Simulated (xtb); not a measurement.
Input for xtb: GFN-FF on HF (SMILES F).

```
$ xtb mol.xyz --gfnff --sp --chrg 0 --uhf 0
2

F      0.06905009     0.09156726    -0.12665757
H      0.10900559     0.08216204     0.79901166
```

It printed:

```
[...]
           -------------------------------------------------
          |                Calculation Setup                |
           -------------------------------------------------



          ==================== Thresholds ====================
          CN  :   150.00000
          rep :   500.00000
          disp:  2500.00000
          HB1 :   250.00000
          HB2 :   450.00000

          Pauling EN used:
          Z : 1  EN :  2.20
          Z : 9  EN :  3.98
          electric field strengths (au): 0.000

           -------------------------------------------------
          |           Force Field Initialization            |
           -------------------------------------------------

          distances ...
          ----------------------------------------
          generating topology and atomic info file ...
          pair mat ...
          computing topology distances matrix with Floyd-Warshall algo ...
          making topology EEQ charges ...
          #fragments for EEQ constrain: 1
          ----------------------------------------
          generating topology and atomic info file ...
          pair mat ...
          computing topology distances matrix with Floyd-Warshall algo ...
          making topology EEQ charges ...
          #fragments for EEQ constrain: 1
          rings ...
          # BATM   0
          # H in HB   1

  atom   neighbors  erfCN metchar sp-hybrid imet pi  qest     coordinates
    1  F       1    0.98   0.00         0    0    0  -0.322    0.130486    0.173037   -0.239348
    2  H       1    0.98   0.00         0    0    0   0.322    0.205991    0.155264    1.509913

          #atoms :   2
          #bonds :   1
          #angl  :   0
          #tors  :   0
          #nmol  :   1
          #optfrag :   1
           -------------------------------------------------
          |                   G F N - F F                   |
          |          A general generic force-field          |
          |                  Version 1.0.3                  |
           -------------------------------------------------
          Number of HB bonds (bound hydrogen)     0
          Number of HB bonds (unbound hydrogen)   0
          Number of XB bonds                      0

 E+G (total)                   0 d,  0 h,  0 min,  0.000 sec
 distance/D3 list               ...        0 min,  0.000 sec (  1.670%)
 non bonded repulsion           ...        0 min,  0.000 sec (  9.074%)
 dCN                            ...        0 min,  0.000 sec (  2.432%)
 EEQ energy and q               ...        0 min,  0.000 sec ( 15.172%)
 D3                             ...        0 min,  0.000 sec ( 20.472%)
 EEQ gradient                   ...        0 min,  0.000 sec (  9.946%)
 bonds                          ...        0 min,  0.000 sec (  9.274%)
 bend and torsion               ...        0 min,  0.000 sec (  1.706%)
 bonded ATM                     ...        0 min,  0.000 sec (  1.125%)
 HB/XB (incl list setup)        ...        0 min,  0.000 sec ( 13.285%)

         :::::::::::::::::::::::::::::::::::::::::::::::::::::
         ::                     SUMMARY                     ::
         :::::::::::::::::::::::::::::::::::::::::::::::::::::
         :: total energy              -0.157070224266 Eh    ::
         :: gradient norm              0.035541570395 Eh/a0 ::
         ::.................................................::
         :: bond energy               -0.141779287889 Eh    ::
         :: angle energy               0.000000000000 Eh    ::
         :: torsion energy             0.000000000000 Eh    ::
         :: repulsion energy           0.018037301071 Eh    ::
         :: electrostat energy        -0.033284444078 Eh    ::
Note: The following floating-point exceptions are signalling: IEEE_UNDERFLOW_FLAG IEEE_DENORMAL
normal termination of xtb
         :: dispersion energy         -0.000043793370 Eh    ::
         :: HB energy                  0.000000000000 Eh    ::
         :: XB energy                  0.000000000000 Eh    ::
         :: bonded atm energy          0.000000000000 Eh    ::
         :: external energy            0.000000000000 Eh    ::
         :: add. restraining           0.000000000000 Eh    ::
         :: total charge               0.000000000000 e     ::
         :::::::::::::::::::::::::::::::::::::::::::::::::::::

           -------------------------------------------------
          |                Property Printout                |
           -------------------------------------------------

molecular dipole:
                 x           y           z       tot (Debye)
 q only:        0.029      -0.007       0.665       1.692

           -------------------------------------------------
          | TOTAL ENERGY               -0.157070224266 Eh   |
          | GRADIENT NORM               0.035541570395 Eh/α |
           -------------------------------------------------
########################################################################
[WARNING] Runtime exception occurred
-1- gfnff_setup: Could not read topology file.
########################################################################

------------------------------------------------------------------------
------------------------------------------------------------------------
 total:
 SCF:
```

The run finished.

Cost: about 0.010 core-seconds (a rough figure).
